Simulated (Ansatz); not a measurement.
Calculated with Ansatz (gas phase, PBE0-D4/def2-TZVP geometries, no zero-point term in ΔE). CBS: MP2 limit from def2 TZ/QZ plus the TZ coupled-cluster correction, frozen cores. This one scheme is used for every species. DFT in def2-TZVPP. B3LYP here is the variant with VWN-RPA as its local correlation; programs differ in this. HSE06 is defined as in plane-wave codes. One conformer a species, not always the lowest.

Consider the formal exchange of groups at a C–C bond: `CCCC(O)CO` + `CCC` → `CCCC(O)CCC` + CH₃OH.

| level | ΔE (kJ/mol) | difference from CCSD(T)/CBS |
| --- | --- | --- |
| LDA (SPW92) | 25.4 | 7.3 |
| PBE-D4 | 20.9 | 2.8 |
| revPBE-D4 | 19.1 | 1.0 |
| BLYP-D4 | 20.0 | 1.9 |
| r2SCAN-D4 | 22.3 | 4.2 |
| B97M-V | 22.4 | 4.3 |
| PBE0-D4 | 20.2 | 2.1 |
| r2SCANh-D4 | 21.9 | 3.8 |
| r2SCAN0-D4 | 21.5 | 3.4 |
| HSE06-D4 | 20.3 | 2.2 |
| BHLYP-D4 | 20.0 | 1.9 |
| CAM-B3LYP-D4 | 21.2 | 3.1 |
| ωB97M-V | 20.8 | 2.7 |
| B2PLYP | 21.7 | 3.6 |
| PBE-QIDH | 20.9 | 2.8 |
| PBE | 23.1 | 5.0 |
| revPBE | 22.4 | 4.3 |
| BLYP | 23.4 | 5.3 |
| r2SCAN | 23.4 | 5.3 |
| PBE0 | 22.3 | 4.2 |
| B3LYP | 22.8 | 4.7 |
| r2SCANh | 23.1 | 5.0 |
| r2SCAN0 | 22.7 | 4.6 |
| HSE06 | 22.3 | 4.2 |
| BHLYP | 22.5 | 4.4 |
| CAM-B3LYP | 23.4 | 5.3 |
| LC-ωPBE | 22.1 | 4.0 |
| RPA@PBE/def2-TZVPP | 17.7 | -0.4 |
| MP2/def2-SVP | 24.2 | 6.1 |
| CCSD/def2-SVP | 24.1 | 6.0 |
| CCSD(T)/def2-SVP | 24.0 | 5.9 |
| HF/def2-TZVPP | 21.5 | 3.4 |
| MP2/def2-TZVPP | 19.1 | 1.0 |
| CCSD/def2-TZVPP | 19.6 | 1.5 |
| CCSD(T)/def2-TZVPP | 19.4 | 1.3 |
| HF/def2-QZVPP | 20.9 | 2.8 |
| MP2/def2-QZVPP | 18.2 | 0.1 |
| SCS-MP2/def2-QZVPP | 18.1 | 0.0 |
| HF/CBS(def2) | 20.8 | 2.7 |
| MP2/CBS(def2) | 17.9 | -0.2 |
| CCSD(T)/CBS | 18.1 | 0 |

Largest T1 diagnostic among the species: 0.010.

Leaving LDA and LC-ωPBE aside and taking each functional with its dispersion term where it has one, the values spread over 3.2 kJ/mol, from revPBE-D4 to B97M-V. At CCSD(T), def2-SVP lies +5.9 kJ/mol from the extrapolated value and def2-TZVPP +1.3 kJ/mol.

CCSD(T)/CBS has its own doubt, a few kJ/mol and more with outer-core shells, so smaller differences from it don't rank the levels.
